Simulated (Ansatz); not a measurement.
Reaction (cleavage of the Si–Ge bond): `B[SiH2][GeH2][SiH3]` + `OBF` → `B[SiH2]OBF` + `[SiH3][GeH3]`

Program: Ansatz. Geometries: PBE0-D4/def2-TZVP. ΔE: electronic, gas phase. CCSD(T)/CBS adds triple-zeta CCSD(T) − MP2 to the extrapolated MP2 energy (def2 sets, frozen cores). This one scheme is used for every species. DFT in def2-TZVPP. For Ge outer-core shells are correlated without core-valence functions, which leaves a few kJ/mol of doubt a bond. Scalar relativity is left out up to krypton. Each species was taken in one conformer, which may not be the lowest.

```
        level  ΔE (kcal/mol)
      BLYP-D4          -10.7
      PBE0-D4           -8.3
HF/def2-TZVPP          -20.6
 HF/CBS(def2)          -21.4
```

Problem. What does CCSD(T)/CBS give? (Best estimate.)

Solution. The calculation gave: -11.7 kcal/mol. The listed levels differ from it by 1.0, 3.4, -8.9, -9.7 kcal/mol.

Largest T1 diagnostic among the species: 0.013.

The D4 term adds +1.7 kcal/mol with B3LYP and +1.0 kcal/mol with PBE0; it sums over pairs of atoms, weighted by their polarisabilities, and B3LYP, whose exchange is more repulsive, gets the larger term. Leaving LDA and LC-ωPBE aside and taking each functional with its dispersion term where it has one, the values, not all of them listed here, spread over 8.2 kcal/mol, from CAM-B3LYP-D4 to PBE-D4.

CCSD(T)/CBS has its own doubt, a few kJ/mol and more with outer-core shells, so smaller differences from it don't rank the levels.

B3LYP here is the variant with VWN-RPA as its local correlation; programs differ in this.
